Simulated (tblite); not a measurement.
Compound: C11H12.
Numbering: `[CH2:1]=[CH:2][C@@H:3]([CH3:4])[c:5]1[cH:6][cH:7][cH:8][c:9]2[c:10]1[CH2:11]2` (hydrogens: H12, H13 on C1; H14 on C2; H15 on C3; H16, H17, H18 on C4; H19 on C6; H20 on C7; H21 on C8; H22, H23 on C11)

Computed with GFN2-xTB (tblite), gas phase: L-BFGS steps from a force-field or distance-geometry start until the largest atomic force falls under 0.01 eV/Å.

Step 30: E = -803.9009 eV
```
atom  x, y, z in Å  |  force x, y, z in eV/Å
C1     -2.4213    1.1890    1.3798   -0.055   0.038   0.037
C2     -2.0154    0.6912    0.2282   -0.029  -0.012   0.043
C3     -1.3102   -0.6274    0.1379    0.099  -0.043  -0.019
C4     -1.6480   -1.3767   -1.1573   -0.017  -0.027  -0.051
C5      0.1739   -0.3736    0.2089    0.116   0.032   0.096
C6      1.0848   -1.3415    0.6887    0.079  -0.053  -0.002
C7      2.4550   -1.1591    0.6961    0.022  -0.025  -0.042
C8      3.0700    0.0260    0.2348    0.016  -0.097  -0.016
C9      2.1720    0.9612   -0.1603   -0.028  -0.127  -0.020
C10     0.8067    0.7672   -0.1711    0.006   0.032  -0.046
C11     1.3231    2.0712   -0.6705    0.002   0.027  -0.006
H12    -2.9027    2.1466    1.4684   -0.011   0.051  -0.035
H13    -2.2816    0.6418    2.2997   -0.040   0.033  -0.020
H14    -2.1276    1.2302   -0.7023   -0.029   0.039   0.039
H15    -1.5981   -1.2444    0.9943   -0.011  -0.021   0.031
H16    -1.0110   -1.0335   -1.9724   -0.102   0.021   0.015
H17    -2.6891   -1.2064   -1.4226   -0.006  -0.030  -0.030
H18    -1.4990   -2.4484   -1.0361    0.062   0.059  -0.008
H19     0.6833   -2.2745    1.0562    0.006  -0.043  -0.009
H20     3.0820   -1.9670    1.0549   -0.044   0.105  -0.025
H21     4.1451    0.1224    0.1922   -0.018   0.045   0.084
H22     1.3036    2.2762   -1.7353    0.007   0.002  -0.031
H23     1.1995    2.9563   -0.0563   -0.026  -0.006   0.015
```

Step 31: E = -803.9046 eV
```
atom  x, y, z in Å  |  force x, y, z in eV/Å
C1     -2.4184    1.1890    1.3773   -0.101   0.019   0.041
C2     -2.0128    0.6910    0.2260    0.007   0.041   0.059
C3     -1.3082   -0.6272    0.1367    0.050  -0.037  -0.020
C4     -1.6533   -1.3769   -1.1551   -0.027  -0.050  -0.054
C5      0.1757   -0.3750    0.2009    0.091   0.021   0.108
C6      1.0841   -1.3431    0.6838    0.084  -0.034   0.017
C7      2.4535   -1.1573    0.6987    0.045  -0.035  -0.068
C8      3.0721    0.0273    0.2399   -0.012  -0.090  -0.035
C9      2.1735    0.9600   -0.1638   -0.008  -0.113  -0.043
C10     0.8086    0.7645   -0.1817    0.016   0.019  -0.014
C11     1.3220    2.0715   -0.6732    0.072   0.023   0.001
H12    -2.8989    2.1463    1.4691   -0.009   0.069  -0.049
H13    -2.2934    0.6358    2.2953   -0.018   0.022  -0.002
H14    -2.1133    1.2368   -0.7015   -0.037   0.032   0.025
H15    -1.5930   -1.2388    0.9979   -0.012  -0.042   0.020
H16    -1.0347   -1.0167   -1.9769   -0.113   0.013   0.005
H17    -2.7026   -1.2320   -1.4039    0.007   0.006  -0.025
H18    -1.4819   -2.4451   -1.0402    0.086   0.028  -0.008
H19     0.6840   -2.2760    1.0550    0.003  -0.019  -0.029
H20     3.0757   -1.9674    1.0584   -0.008   0.099  -0.008
H21     4.1492    0.1227    0.2036   -0.077   0.052   0.087
H22     1.3057    2.2840   -1.7369    0.010  -0.012  -0.014
H23     1.2016    2.9537   -0.0535   -0.048  -0.014   0.007
```

Step 32: E = -803.9086 eV
```
atom  x, y, z in Å  |  force x, y, z in eV/Å
C1     -2.4173    1.1892    1.3752   -0.127  -0.004   0.029
C2     -2.0095    0.6912    0.2244    0.045   0.082   0.063
C3     -1.3051   -0.6275    0.1354   -0.025  -0.012  -0.003
C4     -1.6596   -1.3778   -1.1531   -0.026  -0.050  -0.032
C5      0.1789   -0.3763    0.1942    0.025  -0.002   0.087
C6      1.0846   -1.3454    0.6786    0.055  -0.007   0.029
C7      2.4524   -1.1561    0.7001    0.055  -0.044  -0.081
C8      3.0741    0.0273    0.2445   -0.036  -0.048  -0.059
C9      2.1749    0.9569   -0.1689    0.023  -0.058  -0.068
C10     0.8107    0.7619   -0.1937    0.021  -0.010   0.023
C11     1.3226    2.0722   -0.6761    0.127   0.002   0.007
H12    -2.8951    2.1473    1.4691   -0.008   0.078  -0.059
H13    -2.3063    0.6295    2.2901   -0.003   0.015   0.023
H14    -2.0977    1.2443   -0.7002   -0.042   0.018   0.020
H15    -1.5873   -1.2333    1.0021   -0.009  -0.057  -0.004
H16    -1.0629   -0.9979   -1.9815   -0.115   0.004  -0.014
H17    -2.7172   -1.2598   -1.3834    0.031   0.032  -0.011
H18    -1.4614   -2.4413   -1.0452    0.099  -0.002  -0.015
H19     0.6845   -2.2779    1.0527    0.004   0.004  -0.044
H20     3.0688   -1.9664    1.0626    0.060   0.051   0.021
H21     4.1522    0.1239    0.2181   -0.113   0.056   0.082
H22     1.3083    2.2925   -1.7390    0.016  -0.025   0.010
H23     1.2026    2.9505   -0.0502   -0.057  -0.024  -0.004
```

Step 33: E = -803.9135 eV
```
atom  x, y, z in Å  |  force x, y, z in eV/Å
C1     -2.4192    1.1903    1.3737   -0.130  -0.022   0.001
C2     -2.0057    0.6919    0.2251    0.075   0.098   0.055
C3     -1.3017   -0.6281    0.1353   -0.092   0.025   0.030
C4     -1.6658   -1.3787   -1.1510    0.002  -0.025   0.028
C5      0.1830   -0.3780    0.1892   -0.059  -0.023   0.036
C6      1.0863   -1.3488    0.6730    0.001   0.023   0.032
C7      2.4523   -1.1560    0.6995    0.050  -0.053  -0.078
C8      3.0758    0.0261    0.2482   -0.051   0.008  -0.077
C9      2.1768    0.9516   -0.1770    0.054   0.019  -0.082
C10     0.8134    0.7581   -0.2076    0.019  -0.041   0.055
C11     1.3249    2.0722   -0.6799    0.143  -0.029   0.013
H12    -2.8929    2.1504    1.4664   -0.011   0.080  -0.062
H13    -2.3210    0.6263    2.2863    0.005   0.004   0.060
H14    -2.0834    1.2510   -0.6970   -0.041   0.007   0.011
H15    -1.5808   -1.2290    1.0074   -0.008  -0.067  -0.035
H16    -1.0934   -0.9768   -1.9843   -0.094   0.004  -0.055
H17    -2.7295   -1.2870   -1.3630    0.023   0.049   0.006
H18    -1.4379   -2.4358   -1.0523    0.104  -0.041  -0.023
H19     0.6857   -2.2809    1.0486    0.008   0.021  -0.054
H20     3.0626   -1.9649    1.0665    0.144  -0.018   0.054
H21     4.1538    0.1267    0.2370   -0.117   0.056   0.066
H22     1.3099    2.3012   -1.7416    0.028  -0.038   0.036
H23     1.2019    2.9453   -0.0465   -0.050  -0.034  -0.016
```

Question: Estimate the geometry and energy of step 34. (The exact step hangs on the optimiser's Hessian estimate; all steps are aligned on step 33, rigid shifts and turns removed.)

Answer: E = -803.9191 eV, largest force 0.254 eV/Å
```
atom  x, y, z in Å  |  force x, y, z in eV/Å
C1     -2.4232    1.1899    1.3709   -0.109  -0.043  -0.008
C2     -1.9972    0.6964    0.2242    0.077   0.102   0.035
C3     -1.2988   -0.6281    0.1332   -0.147   0.069   0.056
C4     -1.6773   -1.3826   -1.1478   -0.010  -0.011   0.010
C5      0.1878   -0.3801    0.1810   -0.133  -0.033  -0.035
C6      1.0884   -1.3518    0.6661   -0.058   0.050   0.017
C7      2.4528   -1.1562    0.6985    0.024  -0.068  -0.053
C8      3.0775    0.0248    0.2526   -0.048   0.063  -0.085
C9      2.1808    0.9455   -0.1878    0.065   0.091  -0.078
C10     0.8181    0.7536   -0.2250    0.014  -0.063   0.071
C11     1.3321    2.0729   -0.6837    0.110  -0.064   0.016
H12    -2.8859    2.1560    1.4645   -0.011   0.047  -0.056
H13    -2.3427    0.6145    2.2789   -0.003   0.034   0.052
H14    -2.0586    1.2657   -0.6943   -0.033  -0.024   0.037
H15    -1.5728   -1.2226    1.0127   -0.012  -0.068  -0.076
H16    -1.1475   -0.9459   -1.9954   -0.133  -0.062   0.012
H17    -2.7544   -1.3334   -1.3286    0.180   0.043   0.054
H18    -1.3984   -2.4311   -1.0610    0.063   0.042  -0.064
H19     0.6866   -2.2830    1.0431    0.009   0.029  -0.056
H20     3.0562   -1.9618    1.0754    0.225  -0.088   0.079
H21     4.1539    0.1316    0.2635   -0.086   0.055   0.039
H22     1.3162    2.3134   -1.7436    0.043  -0.054   0.061
H23     1.2016    2.9392   -0.0414   -0.029  -0.048  -0.028
```

The energy changes by -0.0056 eV. The first-order estimate −F·Δx gives -0.0087 eV and the mean of the old and new forces, exact on a quadratic surface, -0.0053 eV. The step makes an angle of 81° with the force vector and moves no atom by more than 0.063 Å.

The cost below is that of the whole relaxation. Time: 5.0 s wall, 3.2 s CPU. Hardware: an Intel Xeon at 2.50 GHz with one thread, no GPU, shared host.
